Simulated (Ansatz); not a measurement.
Species: sum formula H$_{3}$SiO$_{2}$F$_{2}$ (charge +1, singlet). It need not be the lowest isomer of its formula. 
Structure (B3LYP-D3(BJ)/def2-TZVP (Ansatz, a first-principles code) minimum search):
```
Si
F 1 1.5518
F 1 1.5523 2 111.18
O 1 1.5754 2 118.55 3 -143.92
H 4 0.9638 1 129.40 2 44.95
O 1 1.7768 2 104.62 3 107.99
H 6 0.9741 1 124.71 2 -80.15
H 6 0.9744 7 112.84 1 170.38
```
Charge +1, spin multiplicity 1.

Basis-set convergence of Hartree-Fock and MP2 correlation energies (hartree) with Ansatz. Cores are frozen in the correlated levels unless marked. No spin-orbit coupling. No relativistic terms.

| basis | functions | E(HF) | E(corr, MP2) |
|---|---|---|---|
| cc-pV(D+d)Z | 94 | -639.23830 | -0.84028 |
| cc-pV(T+d)Z | 201 | [?] | [?] |

**Question.** What belongs in the gaps?

**Answer.** 
- cc-pV(T+d)Z, E(HF): -639.41054
- cc-pV(T+d)Z, E(corr, MP2): -1.09058
